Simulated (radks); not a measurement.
Correlation energies from several functionals, in hartree. Species: In3+ [Kr] 4d10; Tl+ [Hg]. All-electron calculation, non-relativistic Kohn-Sham, PBE, spin-polarised, spherical densities, point nucleus. Program: a radial shooting solver on a logarithmic mesh with Libxc functionals. Every spin shell is full or empty, so the densities are truly spherical. Functionals are evaluated on that one density, not self-consistently.

functional     In3+      Tl+
PW92        -4.5284  -8.3944
VWN5        -4.5485  -8.4284
PZ          -4.5263  -8.4015
Wigner      -2.4850  -4.3375
Chachiyo    -4.4700  -8.3031
PBE         -2.5213  -4.9440
LYP         -2.3859  -4.3726
P86         -2.8488  -5.5541
PW91        -2.7256  -5.3031
TPSS        -2.5231  -4.9424
revTPSS     -2.5503  -4.9840
SCAN        -2.4975  -4.9791
r2SCAN      -2.5108  -4.9950
B95         -3.0798  -6.1368
Tao-Mo      -2.4362  -4.8349
